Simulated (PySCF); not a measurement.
**Continuum solvent and chemical shifts**

Molfile (atoms numbered from 1):
```
C6H7BN2
     RDKit          3D

 16 15  0  0  0  0  0  0  0  0999 V2000
    3.2693   -1.2926   -0.1184 C   0  0  0  0  0  0  0  0  0  0  0  0
    2.8277   -0.0297   -0.2259 C   0  0  0  0  0  0  0  0  0  0  0  0
    1.4624    0.3507   -0.1465 C   0  0  0  0  0  0  0  0  0  0  0  0
    0.2952    0.7112   -0.0859 C   0  0  0  0  0  0  0  0  0  0  0  0
   -1.1494    1.1887    0.0038 B   0  0  0  0  0  0  0  0  0  0  0  0
   -1.4613    2.7148   -0.0313 C   0  0  0  0  0  0  0  0  0  0  0  0
   -1.7020    3.8489   -0.0587 N   0  0  0  0  0  0  0  0  0  0  0  0
   -2.2274    0.3154    0.1185 N   0  0  0  0  0  0  0  0  0  0  0  0
   -2.1751   -1.1239    0.1657 C   0  0  0  0  0  0  0  0  0  0  0  0
    4.3362   -1.5177   -0.1871 H   0  0  0  0  0  0  0  0  0  0  0  0
    2.5808   -2.1263    0.0409 H   0  0  0  0  0  0  0  0  0  0  0  0
    3.5465    0.7833   -0.3845 H   0  0  0  0  0  0  0  0  0  0  0  0
   -3.1592    0.7117    0.1785 H   0  0  0  0  0  0  0  0  0  0  0  0
   -2.6022   -1.5114    1.1052 H   0  0  0  0  0  0  0  0  0  0  0  0
   -2.7320   -1.5745   -0.6722 H   0  0  0  0  0  0  0  0  0  0  0  0
   -1.1296   -1.4525    0.1007 H   0  0  0  0  0  0  0  0  0  0  0  0
  1  2  2  0
  2  3  1  0
  3  4  3  0
  4  5  1  0
  5  6  1  0
  6  7  3  0
  5  8  1  0
  8  9  1  0
  1 10  1  0
  1 11  1  0
  2 12  1  0
  8 13  1  0
  9 14  1  0
  9 15  1  0
  9 16  1  0
M  END
```

GIAO PBE0/pcSseg-1 in PySCF 2.14 on one PBE0-D3(BJ)/def2-SVP conformer, non-relativistic, equivalent nuclei averaged. Solvents enter as an IEF-PCM continuum (cyclohexane with ε = 2.0, chloroform with ε = 4.7) around the gas-phase geometry. Shifts are referred to TMS, BF3·OEt2 computed in the same medium.

Gas phase, δ in ppm: C1 142.7, C6 128.6, C2 125.9, C3 115.9, C4 100.4, C9 34.0, B5 16.3, H12 6.20, H11 6.18, H10 6.06, H13 4.40, H14/H15/H16 3.09. Dipole moment 5.50 D.

Task: How does each δ change in the continuum?

Result: 
```tsv
atoms	environment	Δδ, cyclohexane	Δδ, chloroform
C1	terminal =CH2 carbon	+2.5	+4.6
C6	nitrile carbon	+2.0	+3.7
C2	alkene CH	-0.4	-0.7
C3	alkyne carbon	+1.1	+2.0
C4	alkyne carbon	-0.5	-0.8
C9	methyl carbon bonded to N	+0.7	+1.3
B5	boron bonded to 2 C, N	-0.1	-0.2
H12	hydrogen on an alkene CH	+0.06	+0.11
H11	hydrogen on a terminal =CH2 carbon	+0.14	+0.26
H10	hydrogen on a terminal =CH2 carbon	+0.17	+0.31
H13	hydrogen on a nitrogen bonded to C, B	+0.42	+0.78
H14/H15/H16	hydrogen on a methyl carbon bonded to N	+0.06	+0.11
```

Changes are relative to the gas phase. The dipole moment becomes 6.13 D in cyclohexane, 6.62 D in chloroform.

Task: Which of the listed nuclei move most (in ppm), and what does the model miss? (N and O are left out, as their reference compounds move with the solvent too.)

Result: C1 (terminal =CH2 carbon, +4.6 ppm) in chloroform. A continuum only polarises the solute; specific hydrogen bonds, the anisotropy of aromatic solvents and changes of geometry or conformer are outside it.
